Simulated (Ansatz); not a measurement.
Coupled-cluster diagnostics for Os3⁻, Ansatz.

Geometry of the doublet (PBE-D4/def2-TZVPD):

| atom | x (Å) | y (Å) | z (Å) |
| --- | --- | --- | --- |
| Os1 | -1.159 | -0.477 | 0.444 |
| Os2 | 0.291 | 1.264 | 0.286 |
| Os3 | 0.868 | -0.787 | -0.729 |

In the def2 sets Os takes a core potential; there is no spin–orbit coupling. Correlated methods freeze no core orbitals; core or outer-core shells of Os are correlated, in sets that lack core-valence functions. The structure comes from a short search, and lower isomers may exist.

Geometry of the charge -1 quartet (PBE-D4/def2-TZVPD):

```xyz
3

Os   -0.1735   -1.0895    0.8199
Os    1.1771    0.2169   -0.4742
Os   -1.0036    0.8726   -0.3457
```

Geometry of the charge -1 sextet (PBE-D4/def2-TZVPD):

```
atom    x (Å)    y (Å)    z (Å)
 Os1   1.1924  -0.6130  -0.3440
 Os2  -0.1273   1.2558  -0.2645
 Os3  -1.0651  -0.6428   0.6084
```

Problem. Estimate the CCSD(T) correlation energy, the shares of MP2 and (T), T1 and the reference's ⟨S²⟩ for: charge -1, doublet, own geometry in def2-TZVPD; charge -1, quartet, own geometry in def2-TZVPD; charge -1, sextet, own geometry in def2-TZVPD; and the rough time on 4 threads of AMD EPYC 7B13 on a shared host.

Solution. 
```
                           state       basis  correlation (eV)  MP2 share (%)  (T) share (%)     T1   ⟨S²⟩ (pure)  wall time                                              remarks
charge -1, doublet, own geometry  def2-TZVPD           -34.175          100.2            6.4  0.097   5.34 (0.75)       78 s  flagged by the program, large T1, spin-contaminated
charge -1, quartet, own geometry  def2-TZVPD           -34.750           96.3            6.9  0.117   7.28 (3.75)       88 s  flagged by the program, large T1, spin-contaminated
 charge -1, sextet, own geometry  def2-TZVPD           -35.058          101.0            6.6  0.098  10.96 (8.75)    3.3 min  flagged by the program, large T1, spin-contaminated
```
Customary marks for T1 are 0.02 (closed shells), 0.045 (open shells) and about 0.05 (3d metals). T1 exceeds 0.02 in 3 of 3 rows and 0.045 in 3; the higher it lies, the less the single-reference result can be trusted.
